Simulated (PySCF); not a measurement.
**Gas-phase XPS of `COc1cccnc1`, computed**

Species: C6H7NO.
Atom-mapped SMILES: `[CH3:1][O:2][c:3]1[cH:4][cH:5][cH:6][n:7][cH:8]1`

Computed with PySCF 2.14.0, delta-SCF UKS SCAN, pcX-2 on the ionised atom, pcseg-1 elsewhere, spin-free X2C. Binding energies are ΔSCF values: E(core-ionised, relaxed orbitals) − E(ground state) at a fixed geometry, referred to the vacuum level.

**Question.** List the computed XPS lines with their assignment.

**Answer.** 
```csv
atom(s),bonded to,level,binding energy (eV),above the level's lowest (eV),count
O2,2 C,O 1s,539.19,0.00,1
N7,2 C (aromatic in the SMILES),N 1s,404.48,0.00,1
C1,O and 3 H,C 1s,292.71,+2.18,1
C3,O and 2 C (aromatic in the SMILES),C 1s,292.15,+1.62,1
C8,"N (aromatic in the SMILES), C (aromatic in the SMILES) and H",C 1s,290.96,+0.43,1
C6,"N (aromatic in the SMILES), C (aromatic in the SMILES) and H",C 1s,290.84,+0.31,1
C4,2 C (aromatic in the SMILES) and H,C 1s,290.56,+0.03,1
C5,2 C (aromatic in the SMILES) and H,C 1s,290.53,0.00,1
```

Lowest listed C 1s: C5, bonded to 2 C (aromatic in the SMILES) and H. Highest, 2.18 eV above it: C1, bonded to O and 3 H. Summing the Pauling electronegativity differences to the bonded atoms, each weighted by its formal bond order, gives -0.35 for the lowest site and -0.16 for the highest; the largest sum, +0.89, belongs to C3, 0.56 eV below the top. The values 290.53 and 290.56 eV lie too close for their order to be trusted.

**Question.** Which effective nuclear charge Zeff reproduces each element's mean 1s value in the hydrogen-like formula E = 13.606 eV × Zeff²?

**Answer.** C (Z = 6): mean 291.3 eV, Zeff = 4.63, Z − Zeff = 1.37; N (Z = 7): mean 404.5 eV, Zeff = 5.45, Z − Zeff = 1.55; O (Z = 8): mean 539.2 eV, Zeff = 6.30, Z − Zeff = 1.70. Means run over the listed sites, weighted by atom count.

One conformer (not necessarily the lowest) at the PBE0-D3(BJ)/def2-SVP geometry, without solvent, vibrations or thermal averaging.

Shape of the structure used: `[CH3:1][O:2][c:3]1[cH:4][cH:5][cH:6][n:7][cH:8]1`: C1–O2–C3–C4 -179°.
